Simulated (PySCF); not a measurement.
# Ionisation energy of Cu by level of theory

Cu [Ar] 3d10 4s1 (2S) → Cu+ [Ar] 3d10 (1S), as a difference of total energies. All numbers are calculated (PySCF 2.14, scalar relativity by spin-free X2C-1e, in x2c-QZVPPall). Correlated levels: valence: [Ar] frozen; valence and next inner shell: [Ne] frozen. The calculations carry no spin-orbit coupling.

```csv
method,ionisation energy (eV)
UHF,6.580
LDA,8.617
PBE,8.369
PBE0,7.961
r2SCAN,8.248
wB97X,7.750
B2PLYP,7.966
TPSS,8.158
MP2 (valence),7.652
SCS-MP2 (valence),7.484
MP2 (valence and next inner shell),7.738
SCS-MP2 (valence and next inner shell),7.540
```

How much does correlation contribute at MP2 (valence and next inner shell)?

7.738 − (6.580) = 1.158 eV, measured against UHF.

Errors of the correlated levels include the incompleteness of this basis and the frozen core.

For comparison: 7.726 eV (measured; NIST Atomic Spectra Database, ionization energies).
